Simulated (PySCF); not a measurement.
Dipole moment and polarisability of `NC[Si@H]1CC[SiH2]O1`

C₃H₁₁NOSi₂.
Cartesian coordinates in Å at the PBE0-D3(BJ)/def2-SVP level; atoms count from 1:
```
atom  x, y, z in Å
N1    -2.8010    0.3346    0.0721
C2    -1.8164   -0.6852   -0.2934
Si3   -0.2780   -0.6175    0.7928
C4     1.2795   -1.4992    0.1577
C5     2.0377   -0.4850   -0.7296
Si6    1.7559    1.2263    0.0371
O7     0.2613    0.9844    0.7637
H8    -3.1672    0.1497    1.0048
H9    -2.3414    1.2431    0.1325
H10   -2.2880   -1.6825   -0.2590
H11   -1.5256   -0.5437   -1.3506
H12   -0.6488   -0.9799    2.1962
H13    1.0612   -2.4374   -0.3784
H14    1.8942   -1.7767    1.0316
H15    1.6025   -0.4674   -1.7442
H16    3.1011   -0.7460   -0.8525
H17    2.7810    1.5859    1.0641
H18    1.6792    2.3275   -0.9672
```

Level: CAM-B3LYP/def2-SVPD (PySCF), static field, nuclei fixed, core orbitals frozen in the response. The polarisability tensor in these axes (au):

```
x   104.70   2.05  -2.33
y     2.05  93.89  -1.07
z    -2.33  -1.07  86.36
```

Give the principal values, the mean and the anisotropy Δα = √{½[(α1 − α2)² + (α2 − α3)² + (α1 − α3)²]}.

Principal values 85.98, 93.56 and 105.40 au; mean 94.98 au = 14.07 Å³ = 15.66 × 10⁻⁴⁰ C²·m²/J; Δα = 16.95 au (18 % of the mean).

What is the dipole moment, and where does it point?

(1.47, -1.51, -0.15) D, 2.12 D in size, pointing from the negative to the positive side. Measured along this direction, the outermost atoms are H9 at the negative end and H16 at the positive end.

What are the principal values of the traceless quadrupole moment, Θ = ½Σq(3rr − r²1), about the centre of nuclear charge?

-8.54, 2.72, 5.82 D·Å. The values depend on the origin, since the dipole doesn't vanish. The electronic extent ⟨r²⟩ about the same centre is 1238 bohr², a root-mean-square distance of 2.19 Å for the 72 electrons.

What depolarisation ratio follows for Rayleigh scattering of linearly polarised light, taking the static tensor?

ρ = 3Δα²/(45ᾱ² + 4Δα²) = 861.7/(405965 + 1149.0) = 0.00212.

How large is μ²/3kT at 350 K beside α?

In Gaussian units μ²/3kT = 30.87 Å³ against 14.07 Å³, a ratio of 2.19; the Debye molar polarisation (4π/3)N_A(α + μ²/3kT) is 113.4 cm³/mol, leaving out the vibrational part.

One conformer (not necessarily the lowest) at the PBE0-D3(BJ)/def2-SVP geometry, without solvent, vibrations or thermal averaging.
